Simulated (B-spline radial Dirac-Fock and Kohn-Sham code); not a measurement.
# X-ray lines that fill the 3d3/2 vacancy in Bi²⁺

System: bismuth as Bi²⁺, configuration 1s2 2s2 2p6 3s2 3p6 3d10 4s2 4p6 4d10 4f14 5s2 5p6 5d10 6s2 6p1, inside a Watson sphere of charge -2 and radius 1.8 Å (a model of the Madelung potential; inside it an electron's potential energy is raised by 16.0 eV).

Method: a relativistic independent-particle model: LDA orbitals of the hole state, radiative multipoles to third order, Auger rates from the Coulomb interaction with a continuum orbital, Dirac-Fock energies. Computed with a B-spline atomic structure program.

```tsv
line	multipole	energy (eV)	width (meV)	share (%)
M4-N2	E1	1876.3	3.54	3.98
M4-N3	E1	2005.0	0.364	0.409
M4-N6	E1	2528.1	84.2	94.7
M4-O2	E1	2569.3	0.695	0.782
M4-O3	E1	2593.8	0.0704	0.0791
```

The listed lines hold 100.0 % of the radiative rate. The radiative width is 0.0889 eV in the length form and 0.0897 eV in the velocity form; the two differ because the transition energies are not eigenvalue differences of the potential that gave the orbitals.
